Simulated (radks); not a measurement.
Species: Cu. Configuration: [Ar] 3d10 4s1 (the NIST ground configuration). Method: non-relativistic Kohn-Sham, exchange-only PBE, spin-polarised, spherical densities, point nucleus; open shells are filled with parallel spins first; computed with a radial shooting solver on a logarithmic mesh with Libxc functionals.

Unscreened Slater integrals over Kohn-Sham orbitals (eV). They are taken over the spin-up orbitals.

integral     value
F0(4s,4s)   8.1273
F0(4s,3d)   10.501
G2(4s,3d)   1.2844
F0(4s,3p)   10.808
G1(4s,3p)  0.44702
F0(4s,3s)   10.832
G0(4s,3s)  0.32062
F0(3d,3d)   24.759
F2(3d,3d)   10.845
F4(3d,3d)   6.6457
F0(3d,3p)   28.142
F2(3d,3p)   12.807
G1(3d,3p)   15.798
G3(3d,3p)   9.4848
F0(3d,3s)   28.626
G2(3d,3s)   11.833
F0(3p,3p)   32.653
F2(3p,3p)   16.255
F0(3p,3s)   33.275
G1(3p,3s)   21.977
F0(3s,3s)   33.953
